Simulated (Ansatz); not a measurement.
Consider the ligand exchange at the Sc–O bond: `C[O][Sc]([Cl])[O][SiH3]` + HCl → `C[O][Sc]([Cl])[Cl]` + silanol.

Calculated with Ansatz (gas phase, PBE0-D4/def2-TZVP geometries, no zero-point term in ΔE). CBS: MP2 limit from def2 TZ/QZ plus the TZ coupled-cluster correction, frozen cores. This one scheme is used for every species. For Sc outer-core shells are correlated without core-valence functions, which leaves a few kJ/mol of doubt a bond. Scalar relativity is left out up to krypton. One conformer a species, not always the lowest.

| species | CCSD(T)/CBS(def2) energy (Eh) |
| --- | --- |
| `C[O][Sc]([Cl])[O][SiH3]` | -1701.29387 |
| HCl | -460.38127 |
| `C[O][Sc]([Cl])[Cl]` | -1794.99069 |
| `O[SiH3]` | -366.69042 |

Problem. Work out ΔE.

Solution. ΔE = (-1794.99069) + (-366.69042) − (-1701.29387) − (-460.38127) = -0.00597 Eh = -15.7 kJ/mol.

Largest T1 diagnostic among the species: 0.015.

From BLYP to BHLYP (50 % exact exchange), in def2-TZVPP and without D4, ΔE moves by −3.3 kJ/mol. The D4 term adds +3.2 kJ/mol with B3LYP and +2.0 kJ/mol with PBE0; it sums over pairs of atoms, weighted by their polarisabilities, and B3LYP, whose exchange is more repulsive, gets the larger term.

B3LYP here is the variant with VWN-RPA as its local correlation; programs differ in this.
